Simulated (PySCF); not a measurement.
From one molecule to another.

First species: C3H11FSi2.
SMILES with atom numbers: `[CH3:1][CH2:2][Si@H:3]([F:4])[SiH2:5][CH3:6]` (hydrogens: H7, H8, H9 on C1; H10, H11 on C2; H12 on Si3; H13, H14 on Si5; H15, H16, H17 on C6)

Geometry (GFN2-xTB, Å), atoms numbered from 1 in this order:
```
atom  x, y, z in Å
C1    -2.5228    0.5071   -0.4227
C2    -1.9526   -0.2601    0.7644
Si3   -0.2129   -0.9530    0.4281
F4     0.1932   -1.7434    1.7920
Si5    1.3641    0.6876    0.0206
C6     3.1079   -0.0578   -0.0856
H7    -2.6005   -0.1383   -1.2950
H8    -1.8817    1.3487   -0.6788
H9    -3.5163    0.8926   -0.1993
H10   -1.9218    0.4031    1.6319
H11   -2.6341   -1.0720    1.0267
H12   -0.3097   -2.0706   -0.5157
H13    1.0909    1.3740   -1.2534
H14    1.3813    1.7418    1.0491
H15    3.1714   -0.7919   -0.8843
H16    3.8582    0.7035   -0.2790
H17    3.3783   -0.5594    0.8394
```

Second species: C4H7ClO2Si.
Cartesian coordinates in Å at the GFN2-xTB level; atoms count from 1:
```xyz
15
C4H7ClO2Si angstrom
O     -0.854    1.646   -0.553
C     -1.908    1.124   -0.342
O     -2.137    0.066    0.408
C     -0.989   -0.552    1.022
C     -0.219   -1.343    0.009
C      0.951   -0.994   -0.507
Si     2.018    0.528   -0.162
Cl     2.343    1.402   -1.942
H     -2.869    1.481   -0.751
H     -0.364    0.223    1.471
H     -1.405   -1.200    1.796
H     -0.733   -2.235   -0.331
H      1.365   -1.661   -1.256
H      3.297    0.012    0.339
H      1.499    1.511    0.775
```

Levels: CAM-B3LYP/def2-SVPD for dipole moment, HOMO energy, LUMO energy, HOMO–LUMO gap, static isotropic polarisability and electronic spatial extent ⟨r²⟩ about the centre of nuclear charge; TDDFT CAM-B3LYP/def2-SVPD for lowest singlet excitation; TDA CAM-B3LYP/def2-SVPD for lowest triplet excitation (Tamm–Dancoff); GFN2-xTB for rotational constant A and rotational constant C. Geometries: GFN2-xTB. Each structure is a single optimised conformer of the isolated species, non-relativistic unless stated; the electronic structure was computed with PySCF and density fitting.

The conformers computed, where there is a choice (atom-mapped SMILES and torsion angles):
- `[CH3:1][CH2:2][Si@H:3]([F:4])[SiH2:5][CH3:6]`: C1–C2–Si3–F4 -179°, C2–Si3–Si5–C6 173°
- `[O:1]=[CH:2][O:3][CH2:4]/[CH:5]=[CH:6]\[SiH2:7][Cl:8]`: O1–C2–O3–C4 -1°, C2–O3–C4–C5 -76°, O3–C4–C5–C6 107°, C5–C6–Si7–Cl8 -125°

Values for the first species:

| Quantity | Value |
| --- | --- |
| Dipole moment | 1.62 D |
| HOMO energy | -9.28 eV |
| LUMO energy | 0.58 eV |
| HOMO–LUMO gap | 9.86 eV |
| Lowest singlet excitation | 6.47 eV |
| Lowest triplet excitation (Tamm–Dancoff) | 5.75 eV |
| Static isotropic polarisability | 91.3 au |
| Electronic spatial extent ⟨r²⟩ about the centre of nuclear charge | 1248 bohr² |
| Rotational constant A | 3.013 GHz |
| Rotational constant C | 0.989 GHz |

(1) Estimate the same properties for the second species, and the change in each.

Results:

(1) 
| property | first | second | second less first |
| --- | --- | --- | --- |
| dipole moment | 1.62 D | 3.28 D | +1.66 D |
| HOMO energy | -9.28 eV | -9.46 eV | -0.18 eV |
| LUMO energy | 0.58 eV | 0.17 eV | -0.41 eV |
| HOMO–LUMO gap | 9.86 eV | 9.63 eV | -0.23 eV |
| lowest singlet excitation | 6.47 eV | 5.92 eV | -0.55 eV |
| lowest triplet excitation (Tamm–Dancoff) | 5.75 eV | 4.21 eV | -1.54 eV |
| static isotropic polarisability | 91.3 au | 91.9 au | +0.6 au |
| electronic spatial extent ⟨r²⟩ about the centre of nuclear charge | 1248 bohr² | 1549 bohr² | +301 bohr² |
| rotational constant A | 3.013 GHz | 2.468 GHz | -0.545 GHz |
| rotational constant C | 0.989 GHz | 0.719 GHz | -0.270 GHz |

On the first: No computed singlet falls in the visible range (750 to 380 nm, 1.65 to 3.26 eV); S1 lies 3.21 eV above its blue end. The dipole equals about 5.4 × 10⁻³⁰ C·m (1 D = 3.33564 × 10⁻³⁰ C·m).

On the second: The vertical singlet–triplet gap S1 − T1 is 1.71 eV (TDDFT singlet less Tamm–Dancoff triplet). In wavenumbers S1 is 47700 cm⁻¹ (1 eV = 8065.54 cm⁻¹).
